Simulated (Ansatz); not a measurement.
Basis sets compared for the cluster Si5Se5. Total charge 0; singlet. Geometry PBE-D4/def2-SVP. Ansatz on 6 threads of Intel Xeon on a shared host; times are rough, and most runs start from earlier orbitals.

```csv
atom,x (Å),y (Å),z (Å)
Si1,0.700,0.066,-0.298
Si2,-2.502,0.862,0.363
Si3,1.379,-3.010,0.809
Si4,-1.956,-1.418,1.139
Si5,-0.097,3.158,-1.271
Se6,-0.425,-2.186,-0.588
Se7,-1.192,1.031,-1.680
Se8,2.644,-1.138,0.443
Se9,1.861,2.138,-0.666
Se10,-0.412,0.496,1.750
```

Another isomer (singlet) lies 0.66 eV lower at PBE0-D4/def2-TZVP; other spin states weren't run for this one.

Binding counts from free atoms (Si triplet, Se triplet) in the same basis, without a counterpoise term.

| level | functions | energy (Eh) | HOMO (eV) | LUMO (eV) | binding per atom (eV) | wall time |
| --- | --- | --- | --- | --- | --- | --- |
| PBE-D4/def2-SVP | 250 | -13451.0574 | -5.28 | -3.93 | 3.50 | 8 s |
| PBE0-D4/def2-SVP | 250 | -13451.5380 | -6.04 | -3.34 | 3.33 | 20 s |

Task: Estimate the rows for PBE-D4/def2-TZVP (with forces), PBE0-D4/def2-TZVP.

Result: 
```
                         level  functions  energy (Eh)  HOMO (eV)  LUMO (eV)  binding per atom (eV)  wall time
PBE-D4/def2-TZVP (with forces)        425  -13453.0291      -5.23      -3.91                   3.51       25 s
             PBE0-D4/def2-TZVP        425  -13453.5079      -5.94      -3.29                   3.36       77 s
```
